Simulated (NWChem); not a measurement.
Correlation energy of AgCl

```xyz
2

Ag     0.0000     0.0000    -0.6112
Cl     0.0000     0.0000     1.6899
```
Charge 0, spin multiplicity 1.

The numbers come from NWChem runs, not from measurements. All single points use one geometry, from PBE0/def2-SVP with def2 effective core potentials on Ag, a minimum by its harmonic frequencies.

Basis set: def2-SVP. Each correlation energy counts from its own Hartree-Fock reference.

Effective core potentials replace the inner electrons of Ag; spin-orbit coupling is left out. The correlated methods keep 9 core orbitals frozen. The structure started from a generated list of species. No row is a measurement; the coupled-cluster row has its own basis-set and correlation limits.

**Question.** Order these methods by the correlation energy they give, lowest first: CCSD, CR-CCSD[T], CCSD(T), SCS-MP2, MP2.

**Answer.** CCSD(T) (-381.5 mHa), CR-CCSD[T] (-380.3 mHa), CCSD (-372.7 mHa), MP2 (-369.2 mHa), SCS-MP2 (-333.7 mHa)
